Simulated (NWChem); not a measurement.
Species: CH8O2Si2; SMILES OC[SiH2]O[SiH3]

```xyz
13

O      0.0459    -3.1816     0.0235
C      0.7139    -1.9358    -0.0574
Si    -0.5576    -0.5387    -0.0498
O      0.2105     0.9325    -0.0024
Si     0.1169     2.5856     0.0183
H     -0.3507    -3.2529     0.8983
H      1.4727    -1.8008     0.7391
H      1.2724    -1.9278    -1.0077
H     -1.4313    -0.6282    -1.2576
H     -1.4157    -0.7098     1.1676
H     -0.5464     3.0865    -1.2235
H     -0.6663     3.0482     1.2042
H      1.4999     3.1351     0.0957
```
Atoms are numbered in this order, from 1.

Results from NWChem. Pople sets run with spherical d functions. Coordinates come from a PBE0/def2-SVP optimisation. Level PBE/6-31G*: energy and gradient; each run changes one setting, and changes count from the defaults (medium grid, exact Coulomb integrals, symmetry on).

Q: Which setting moves the energy most, and by about how much (tight SCF thresholds and tolerances; symmetry off; Coulomb fitting, Ahlrichs set; Becke weights; extra-fine grid; defaults)?

A: Coulomb fitting, Ahlrichs set, by about 700 μHa.
```
setting                              size of the energy change (μHa)  largest change of a gradient component (μHa/bohr)  time, defaults = 1 (rough)
-----------------------------------  -------------------------------  -------------------------------------------------  --------------------------
defaults                                                        < 10                                               < 30                     about 1
symmetry off                                                    < 10                                        other frame                     about 1
Coulomb fitting, Ahlrichs set                                    700                                                 70                         0.4
tight SCF thresholds and tolerances                             < 10                                               < 30                     about 1
extra-fine grid                                                   30                                                 60                     about 1
Becke weights                                                     20                                                 80                     about 1
```
